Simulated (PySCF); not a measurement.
AgF, singlet, at a GFN2-xTB geometry (such geometries of metal compounds can be far from the true shape) (core potentials on Ag). Base run: HF/def2-SVP in PySCF.

The PySCF input:
```python
from pyscf import gto, scf

mol = gto.M(
    atom='''
Ag   -0.00000000   -0.00000000   -0.31678464
F     0.00000000    0.00000000    1.65431980
''',
    basis='def2-svp',
    ecp={'Ag': 'def2-svp'},
    verbose=4,
)

mf = scf.RHF(mol)
mf.kernel()
```

The base run was repeated with changes; each row names its change, and settings that it needs were set with it.

```tsv
change	ΔE vs base (mEh)	fitting functions	dipole (D)	outcome
base	0.000	-	6.75	converged
auxbasis = cc-pvtz-jkfit	-	-	-	input refused
auxbasis = cc-pvdz-jkfit	-	-	-	input refused
auxbasis = def2-universal-jfit	21.528	138	6.75	converged
auxbasis = even-tempered beta=3.0	5.049	230	6.76	converged
auxbasis = def2-universal-jkfit	0.100	332	6.75	converged
auxbasis = cc-pvtz-ri	-	-	-	input refused
exchange = seminumerical (SGX) (with mf = sgx.sgx_fit(mf, auxbasis='def2-universal-jfit'); with mf.with_df.dfj = True)	-0.033	138	6.75	converged
auxbasis = def2-svp-ri	-	-	-	input refused
auxbasis = even-tempered beta=2.0	0.514	342	6.75	converged
```

A fitting set is made for a task (jfit for Coulomb, jkfit for Coulomb and exchange, ri for correlation) and for a family of orbital bases.

- auxbasis = cc-pvtz-jkfit: ended with `pyscf.lib.exceptions.BasisNotFoundError: Basis set not found for Ag in cc-pvtz-jkfit`
- auxbasis = cc-pvdz-jkfit: ended with `pyscf.lib.exceptions.BasisNotFoundError: Basis set not found for Ag in cc-pvdz-jkfit`
- auxbasis = cc-pvtz-ri: ended with `pyscf.lib.exceptions.BasisNotFoundError: Basis set not found for Ag in cc-pvtz-ri`
